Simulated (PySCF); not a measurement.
A GIAO shielding run with PySCF (density fitting, non-relativistic, gas phase) on SMILES C=C[C@H]1C[Si@H](CCC)C1, C8H16Si:

```
$ OMP_NUM_THREADS=1 python probes_run.py task.json out

{"job": {"kind": "nmr", "xc": "PBE0", "basis": "pcSseg-1"}, "charge": 0, "multiplicity": 1}
C     -4.503728     0.448610    -0.700667
C     -3.176605     0.564890    -0.758647
C     -2.239678     0.363356     0.389783
C     -1.143631    -0.703524     0.056218
Si     0.031668     0.730112    -0.350360
C      1.790066     0.689845     0.318036
C      2.685141    -0.346788    -0.362887
C      4.100437    -0.384796     0.194153
C     -1.334327     1.619598     0.619933
H     -5.012128     0.186474     0.233149
H     -5.131377     0.609144    -1.581010
H     -2.708900     0.829524    -1.717775
H     -2.833691     0.098906     1.281141
H     -1.432879    -1.463383    -0.683167
H     -0.817695    -1.222454     0.972801
H      0.068773     1.078598    -1.808689
H      2.228266     1.698967     0.211108
H      1.739050     0.495057     1.404501
H      2.227562    -1.347610    -0.267561
H      2.723420    -0.142539    -1.447571
H      4.598731     0.591597     0.079663
H      4.718977    -1.137799    -0.318347
H      4.098310    -0.629136     1.268840
H     -1.058361     1.706928     1.683957
H     -1.763398     2.578791     0.297307
```

Hardware: 1 thread of an Arm Neoverse V2, shared host. The job also computes population analyses, field gradients, ring-centre shieldings.

(1) How large is the calculation?

(2) How long does it take, and how much memory does it need?

(3) And these other runs on the same molecule and hardware: GIAO shielding at KT2/pcSseg-1?

Answers

(1) 78 electrons, 240 basis functions and 1261 auxiliary functions.

(2) 58 s of wall time, with 14 SCF cycles and 4 response iterations; peak memory 1.3 GiB. Times on a shared host scatter by some tens of per cent.

(3) KT2/pcSseg-1: 240 functions, 68 s.
